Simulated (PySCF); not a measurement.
W(S)2(Cl)(NH2) (ClH₂NS₂W), SMILES [S]=[W](=[S])([NH2])[Cl], multiplicity 1.

The structure is a stationary point at PBE-D3(BJ)/def2-SVP. The spin state was assumed, not searched. The structure was generated by enumeration; whether it is a known compound was not checked. The def2 effective core potentials stand for the cores of W; spin–orbit coupling is left out. Other conformers were not sampled.

The numbers are results of TDA-LC-ωPBE/def2-SVPD (PySCF), not measurements.

Vertical excitations. Isolated molecule, no solvent. State labels are in the subgroup Cs.

```
state  symmetry  energy (eV)  λ (nm)      f                                                                 main pairs
-----  --------  -----------  ------  -----  -------------------------------------------------------------------------
S1           A'         2.82     439  0.002                                                             HOMO→LUMO 96 %
S2           A"         3.47     357  0.001                                         HOMO→LUMO+1 57 %, HOMO−1→LUMO 39 %
S3           A'         4.02     309  0.017                                                         HOMO−1→LUMO+1 89 %
S4           A"         4.06     305  0.002                      HOMO−3→LUMO 41 %, HOMO→LUMO+3 33 %, HOMO−2→LUMO+1 7 %
S5           A'         4.28     290  0.001                                         HOMO→LUMO+2 55 %, HOMO−2→LUMO 30 %
S6           A"         4.34     285  0.018                      HOMO−2→LUMO+1 53 %, HOMO−1→LUMO 13 %, HOMO→LUMO+1 8 %
S7           A"         4.40     282  0.039   HOMO−1→LUMO 20 %, HOMO−2→LUMO+1 19 %, HOMO→LUMO+4 17 %, HOMO→LUMO+1 17 %
S8           A"         4.68     265  0.012                                         HOMO→LUMO+3 42 %, HOMO−3→LUMO 37 %
S9           A'         4.80     258  0.031                     HOMO→LUMO+2 38 %, HOMO−2→LUMO 32 %, HOMO−3→LUMO+1 19 %
S10          A'         5.00     248  0.000  HOMO−5→LUMO 38 %, HOMO−1→LUMO+3 24 %, HOMO−3→LUMO+1 21 %, HOMO−2→LUMO 7 %
T1           A'         2.49     498      0                                                             HOMO→LUMO 94 %
T2           A"         2.80     443      0                                         HOMO−1→LUMO 45 %, HOMO→LUMO+1 40 %
T3           A"         3.01     412      0                                         HOMO→LUMO+1 49 %, HOMO−1→LUMO 40 %
T4           A'         3.04     408      0                                                           HOMO−2→LUMO 70 %
```
Triplets are in the Tamm–Dancoff approximation.
